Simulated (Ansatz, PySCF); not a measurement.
Gas-phase reaction R1 + R2 → P1 + P2, each structure at its B3LYP-D3(BJ)/def2-TZVP stationary point, reached from a drawn start (curvature not checked).
R1: H atom, charge 0, multiplicity 2.
P1: H2 (SMILES [H][H]), charge 0, multiplicity 1.
R2: C2H6O (SMILES COC), charge 0, multiplicity 1.
P2: C2H5O (SMILES [CH2]OC), charge 0, multiplicity 2.

P less R. No zero-point or thermal terms; singlets are restricted closed shells; open shells are unrestricted.

Frozen-core correlation throughout.

The values were computed with Ansatz (Gaussian orbitals); PySCF for M06-2X. Each number belongs to the level named beside it.

Problem. One of these levels gives -1.78 kcal/mol for the reaction energy. Name it.
(A) M06-2X/def2-TZVPP
(B) B2PLYP/def2-TZVPP
(C) MP2/cc-pVDZ
(D) HF/cc-pVDZ

Solution. D, HF/cc-pVDZ. The others give -5.52 (M06-2X/def2-TZVPP), -7.28 (B2PLYP/def2-TZVPP), 0.45 (MP2/cc-pVDZ)

Ansatz is a quantum-chemistry and plane-wave program.
